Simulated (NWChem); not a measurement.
C4H5Cl; SMILES C=C/C=C/Cl

```xyz
10

C      0.3484    -2.9736     0.0000
C     -0.3730    -1.8427     0.0000
C      0.2093    -0.5089     0.0000
C     -0.5339     0.6053     0.0000
Cl     0.1497     2.2102     0.0000
H      1.4358    -2.9568     0.0000
H     -0.1249    -3.9505     0.0000
H     -1.4612    -1.9010     0.0000
H      1.2947    -0.4311     0.0000
H     -1.6184     0.6076     0.0000
```
Atoms are numbered in this order, from 1.

Level: B3LYP/6-31G* (spherical d) (NWChem), optimised geometry, unscaled harmonic frequencies. B3LYP is NWChem's, with the RPA form of VWN correlation.

| frequency (cm⁻¹) | IR intensity (km/mol) |
|---|---|
| 150 | 0.3 |
| 176 | 1.5 |
| 252 | 0.0 |
| 392 | 7.7 |
| 462 | 0.7 |
| 654 | 1.4 |
| 831 | 16.9 |
| 840 | 74.0 |
| 930 | 29.6 |
| 966 | 20.5 |
| 968 | 4.2 |
| 1043 | 34.6 |
| 1195 | 1.7 |
| 1271 | 7.9 |
| 1329 | 5.2 |
| 1341 | 7.0 |
| 1471 | 4.5 |
| 1659 | 17.8 |
| 1715 | 23.8 |
| 3160 | 11.2 |
| 3170 | 3.4 |
| 3188 | 6.4 |
| 3230 | 11.6 |
| 3253 | 13.2 |

- zero-point energy = 48.1 kcal/mol
- thermal correction to the enthalpy at 298.15 K (with zero-point energy) = 52.2 kcal/mol
- heat capacity Cv = 18.8 cal/(mol K)
- entropy at 298.15 K and 1 atm (symmetry number 1) = 75.2 cal/(mol K)
- dipole moment = 1.64 D

Rigid rotor and harmonic oscillator.
